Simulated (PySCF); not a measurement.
# Ionisation energy of Sr by level of theory

Sr [Kr] 5s2 (1S) → Sr⁺ [Kr] 5s1 (2S), as a difference of total energies. All numbers are calculated (PySCF 2.14, the spin-free X2C one-electron Hamiltonian (Gaussian nucleus), in aug-cc-pVQZ-X2C). Correlated levels: valence: [Kr] frozen. The calculations carry no spin-orbit coupling.

Question: Order these methods by the ionisation energy they give, lowest first.
A. MP2 (valence)
B. PBE
C. UHF
D. r2SCAN

Answer: C (4.746 eV), A (5.261 eV), D (5.429 eV), B (5.713 eV).

Errors of the correlated levels include the incompleteness of this basis and the frozen core.

MP2 underrates the near-degeneracy of ns² with np² in the lower species.

For comparison: 5.695 eV (measured; NIST Atomic Spectra Database, ionization energies).
